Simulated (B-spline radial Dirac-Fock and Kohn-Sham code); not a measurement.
Magnetic form factor of the 4f shell of Eu¹⁵⁺

System: the Eu¹⁵⁺ ion in the configuration 1s2 2s2 2p6 3s2 3p6 3d10 4s2 4p6 4d10 4f2.

Calculated with a B-spline atomic structure program, using Dirac-Fock densities. ⟨j_K⟩ is the integral of the 4f radial density with the spherical Bessel function j_K(4πsr), s = sin θ/λ.

Hund's rules give S = 1, L = 5, J = 4 for 4f2, so g = 0.800, and the dipole approximation is F = ⟨j0⟩ + C₂⟨j2⟩ with C₂ = (2 − g)/g = 1.500.

| s (Å⁻¹) | ⟨j0⟩ | ⟨j2⟩ | ⟨j4⟩ | ⟨j6⟩ | F (dipole) |
| --- | --- | --- | --- | --- | --- |
| 0 | 1.0000 | 0.0000 | 0.0000 | 0.0000 | 1.0000 |
| 0.05 | 0.9907 | 0.0037 | 0.0000 | 0.0000 | 0.9963 |
| 0.1 | 0.9633 | 0.0146 | 0.0001 | 0.0000 | 0.9851 |
| 0.15 | 0.9194 | 0.0316 | 0.0004 | 0.0000 | 0.9668 |
| 0.2 | 0.8614 | 0.0536 | 0.0013 | 0.0000 | 0.9418 |
| 0.25 | 0.7923 | 0.0788 | 0.0031 | 0.0001 | 0.9105 |
| 0.3 | 0.7155 | 0.1055 | 0.0059 | 0.0002 | 0.8737 |
| 0.35 | 0.6344 | 0.1318 | 0.0101 | 0.0005 | 0.8321 |
| 0.4 | 0.5522 | 0.1563 | 0.0156 | 0.0010 | 0.7866 |
| 0.45 | 0.4718 | 0.1777 | 0.0225 | 0.0019 | 0.7383 |
| 0.5 | 0.3954 | 0.1951 | 0.0305 | 0.0031 | 0.6880 |
| 0.6 | 0.2609 | 0.2164 | 0.0489 | 0.0071 | 0.5855 |
| 0.7 | 0.1557 | 0.2200 | 0.0680 | 0.0132 | 0.4858 |
| 0.8 | 0.0798 | 0.2095 | 0.0850 | 0.0212 | 0.3941 |
| 0.9 | 0.0290 | 0.1896 | 0.0981 | 0.0303 | 0.3133 |
| 1 | -0.0024 | 0.1648 | 0.1063 | 0.0396 | 0.2448 |
| 1.1 | -0.0199 | 0.1388 | 0.1096 | 0.0482 | 0.1883 |
| 1.2 | -0.0281 | 0.1140 | 0.1088 | 0.0555 | 0.1429 |
| 1.4 | -0.0294 | 0.0724 | 0.0984 | 0.0648 | 0.0792 |
| 1.6 | -0.0229 | 0.0431 | 0.0824 | 0.0672 | 0.0417 |

Radial moments of the shell: ⟨r²⟩ = 0.5078, ⟨r⁴⟩ = 0.4483, ⟨r⁶⟩ = 0.6132 in powers of bohr.
